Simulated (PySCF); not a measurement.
**Zr+ (zirconium, charge +1): UHF calculation**

Configuration: [Kr] 4d1 5s2, 2D determinant (an excited configuration). Calculation: PySCF 2.14, in aug-cc-pVTZ-PP with one added diffuse shell each of s, p, d, f, g type with ECP28MDF (7s7p6d4f3g, 113 functions); a scalar-relativistic core potential.

```json
{
  "Total energy": "-46.029929 hartree",
  "One-electron energy": "-73.8803 hartree",
  "Hartree (Coulomb) energy": "32.8882 hartree",
  "Exchange energy": "-5.0378 hartree",
  "⟨S²⟩": "0.7787",
  "⟨L²⟩": "7.285",
  "Sum of ⟨r⟩": "19.39 bohr",
  "Sum of ⟨r²⟩": "46.13 bohr²",
  "Traceless quadrupole moment −½Σ⟨3z² − r²⟩ along its main axis": "4.25 e·bohr²"
}
```

| shell | electrons | mean orbital energy (hartree) | spread (hartree) | rms radius, mean of both spins (bohr) |
| --- | --- | --- | --- | --- |
| 4s α | 1 | -2.86534 | 0 | 1.30 |
| 4s β | 1 | -2.82439 | 0 | 1.30 |
| 4p α | 3 | -1.85195 | 0.02880 | 1.46 |
| 4p β | 3 | -1.79697 | 0.06206 | 1.46 |
| 4d α | 1 | -0.61695 | 0 | 2.16 |
| 5s α | 1 | -0.47148 | 0 | 3.55 |
| 5s β | 1 | -0.45467 | 0 | 3.55 |

⟨L²⟩ = 7.28 against 6 for a pure D term, so this real determinant mixes terms. Energies and moments cover only the electrons outside the core potential.
